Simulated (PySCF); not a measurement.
## Calculated data, BClH4NSi, BH5NSi, B2FH2O, CH5AlBSi

All values are calculated (PySCF 2.14.0). Calculation on a computer-drawn molecule: the log of a Hartree-Fock and frozen-core CCSD(T) single point meant for a local Hartree-Fock minimum, with one planted fault or none, to be diagnosed. Offsets are logged minus clean, where the clean run is the same molecule without the fault. The reference is restricted for singlets and unrestricted otherwise, and also for a bond in bohr or an excited solution. Adding or removing an electron swaps singlet and doublet. The excited solution moves the top pair (singlet) or top alpha electron (doublet) to the lowest empty orbital. Highest occupied and lowest empty are orbital energies over both spins, largest force is the largest gradient component, triples share is (T) over the correlation energy, the T1 limit is 0.02 restricted and 0.045 unrestricted, electrons count all cores, a negative frequency is imaginary (commonest isotopes), and the dipole is about the centre of nuclear charge.

Common to all runs: meant charge 1; meant multiplicity 1; logged SCF converged yes; logged SCF stable within its kind yes; possible faults no fault, one electron removed, one electron added, multiplicity raised by two, geometry at a saddle point, SCF held on an excited solution, minimal basis STO-3G, one bond length entered in bohr, all coordinates scaled.

(1) BClH4NSi

Logged structure:
```xyz
8
BClH4NSi
B     -0.9600     0.3373    -0.2004
N      0.2154     0.4557     0.3634
Si     0.5034     0.4037     2.1881
Cl    -1.3865     0.1359     2.8931
H     -2.0107     0.2315    -0.7035
H      1.0247     0.5846    -0.2355
H      1.3618    -0.7515     2.4207
H      1.0575     1.7059     2.5388
```

* meant basis: cc-pV(D+d)Z
* logged electrons: 46
* logged basis functions: 94
* logged spin squared: 0
* logged highest occupied: -17.157 eV
* logged lowest empty: -3.8149 eV
* logged largest force: 1.493e-05 hartree/bohr
* logged lowest frequency: 113.22 cm⁻¹
* logged T1 diagnostic: 0.012991
* logged D1 diagnostic: 0.0403
* logged triples share: 0.027287
* logged CC converged: yes
* logged dipole magnitude: 6.8617 debye
* logged energy HF: -829.73591 hartree
* logged energy CCSD(T): -830.25238 hartree
* planted fault: no fault
* HF energy offset from clean run: 0 kcal/mol
* CCSD(T) energy offset from clean run: 0 kcal/mol

Drawn bonds:
| atom | other atom | order |
| --- | --- | --- |
| 1 | 2 | 1 |
| 2 | 3 | 1 |
| 3 | 4 | 1 |
| 1 | 5 | 1 |
| 2 | 6 | 1 |
| 3 | 7 | 1 |
| 3 | 8 | 1 |

(2) BH5NSi

Logged structure:
```xyz
8
BH5NSi
B      0.9384     1.0129    -1.4904
N      0.8403     1.9616    -0.6030
Si     0.9218     1.7806     1.2590
H      1.0307     0.1365    -2.2604
H      0.7043     2.9081    -0.9440
H     -0.3734     2.2744     1.7278
H      1.1202     0.3376     1.4269
H      2.0674     2.6015     1.6526
```

* meant basis: cc-pV(D+d)Z
* logged electrons: 30
* logged basis functions: 76
* logged spin squared: 2.022
* logged highest occupied: -13.093 eV
* logged lowest empty: -7.634 eV
* logged largest force: 0.13678 hartree/bohr
* logged T1 diagnostic: 0.029963
* logged D1 diagnostic: 0.15333
* logged triples share: 0.023501
* logged CC converged: yes
* logged dipole magnitude: 1.8722 debye
* logged energy HF: -370.58092 hartree
* logged energy CCSD(T): -370.92732 hartree
* planted fault: multiplicity raised by two
* HF energy offset from clean run: 111.2 kcal/mol
* CCSD(T) energy offset from clean run: 131.1 kcal/mol

Drawn bonds:
| atom | other atom | order |
| --- | --- | --- |
| 1 | 2 | 1 |
| 2 | 3 | 1 |
| 1 | 4 | 1 |
| 2 | 5 | 1 |
| 3 | 6 | 1 |
| 3 | 7 | 1 |
| 3 | 8 | 1 |

(3) BH5NSi

Logged structure:
```xyz
8
BH5NSi
B      0.9384     1.0129    -1.4904
N      0.7531     2.8057     0.1866
Si     0.8345     2.6247     2.0486
H      1.0307     0.1365    -2.2604
H      0.6171     3.7521    -0.1544
H     -0.4607     3.1185     2.5174
H      1.0329     1.1817     2.2165
H      1.9801     3.4456     2.4422
```

- meant basis: cc-pV(D+d)Z
- logged electrons: 30
- logged basis functions: 76
- logged spin squared: 1.0175
- logged highest occupied: -15.757 eV
- logged lowest empty: -5.543 eV
- logged largest force: 0.025225 hartree/bohr
- logged T1 diagnostic: 0.024874
- logged D1 diagnostic: 0.1141
- logged triples share: 0.028047
- logged CC converged: yes
- logged dipole magnitude: 8.0027 debye
- logged energy HF: -370.52703 hartree
- logged energy CCSD(T): -370.87642 hartree
- planted fault: one bond length entered in bohr, row 1 of the drawn bonds
- HF energy offset from clean run: 145 kcal/mol
- CCSD(T) energy offset from clean run: 163 kcal/mol

Drawn bonds:
| atom | other atom | order |
| --- | --- | --- |
| 1 | 2 | 1 |
| 2 | 3 | 1 |
| 1 | 4 | 1 |
| 2 | 5 | 1 |
| 3 | 6 | 1 |
| 3 | 7 | 1 |
| 3 | 8 | 1 |

(4) B2FH2O

Logged structure:
```xyz
6
B2FH2O
B     -0.1229    -0.6140    -0.7842
O      0.1942     0.4090    -0.0343
B      0.5078     1.6857     0.8235
F     -0.2998     2.7558     0.5183
H     -0.4202    -1.6015    -1.4997
H      1.4355     1.5994     1.6735
```

* meant basis: cc-pVDZ
* logged electrons: 28
* logged basis functions: 66
* logged spin squared: 0
* logged highest occupied: -20.684 eV
* logged lowest empty: -4.1085 eV
* logged largest force: 0.067934 hartree/bohr
* logged T1 diagnostic: 0.021024
* logged D1 diagnostic: 0.051825
* logged triples share: 0.026669
* logged CC converged: yes
* logged dipole magnitude: 6.9366 debye
* logged energy HF: -224.65859 hartree
* logged energy CCSD(T): -225.20798 hartree
* planted fault: all coordinates scaled, by +7.3 %
* HF energy offset from clean run: 19.58 kcal/mol
* CCSD(T) energy offset from clean run: 11.32 kcal/mol

Drawn bonds:
| atom | other atom | order |
| --- | --- | --- |
| 1 | 2 | 1 |
| 2 | 3 | 1 |
| 3 | 4 | 1 |
| 1 | 5 | 1 |
| 3 | 6 | 1 |

Notes: T1 above single-reference limit.

(5) CH5AlBSi

Logged structure:
```xyz
9
CH5AlBSi
B      1.1172    -0.1304     0.7915
C     -0.2281     0.2349     0.9015
Al    -0.7685     1.1192     2.6300
Si    -2.3571    -0.3247    -1.5268
H      2.2526    -0.4216     0.7378
H      0.3718     1.3086     3.6781
H     -2.2838     1.4965     2.6744
H     -1.9749    -0.9663    -2.7864
H     -3.7637     0.0577    -1.4122
```

- meant basis: cc-pV(D+d)Z
- logged electrons: 42
- logged basis functions: 99
- logged spin squared: 1.0159
- logged highest occupied: -13.189 eV
- logged lowest empty: -5.8359 eV
- logged largest force: 0.01392 hartree/bohr
- logged CC converged: no
- logged dipole magnitude: 6.9658 debye
- logged energy HF: -595.85652 hartree
- planted fault: one bond length entered in bohr, row 3 of the drawn bonds
- HF energy offset from clean run: 109.3 kcal/mol

Drawn bonds:
| atom | other atom | order |
| --- | --- | --- |
| 1 | 2 | 1 |
| 2 | 3 | 1 |
| 2 | 4 | 2 |
| 1 | 5 | 1 |
| 3 | 6 | 1 |
| 3 | 7 | 1 |
| 4 | 8 | 1 |
| 4 | 9 | 1 |

Notes: CCSD not converged.

(6) CH5AlBSi

Logged structure:
```xyz
9
CH5AlBSi
B      1.1172    -0.1304     0.7915
C     -0.2281     0.2349     0.9015
Al    -0.7685     1.1192     2.6300
Si    -1.3547    -0.0612    -0.3835
H      2.2526    -0.4216     0.7378
H      0.3718     1.3086     3.6781
H     -2.2838     1.4965     2.6744
H     -0.9725    -0.7028    -1.6432
H     -2.7614     0.3212    -0.2689
```

* meant basis: cc-pV(D+d)Z
* logged electrons: 41
* logged basis functions: 99
* logged spin squared: 0.7548
* logged highest occupied: -20.451 eV
* logged lowest empty: -12.883 eV
* logged largest force: 0.06311 hartree/bohr
* logged T1 diagnostic: 0.013996
* logged D1 diagnostic: 0.040905
* logged triples share: 0.026216
* logged CC converged: yes
* logged dipole magnitude: 5.4964 debye
* logged energy HF: -595.51531 hartree
* logged energy CCSD(T): -595.87077 hartree
* planted fault: one electron removed
* HF energy offset from clean run: 323.4 kcal/mol
* CCSD(T) energy offset from clean run: 355.5 kcal/mol

Drawn bonds:
| atom | other atom | order |
| --- | --- | --- |
| 1 | 2 | 1 |
| 2 | 3 | 1 |
| 2 | 4 | 2 |
| 1 | 5 | 1 |
| 3 | 6 | 1 |
| 3 | 7 | 1 |
| 4 | 8 | 1 |
| 4 | 9 | 1 |
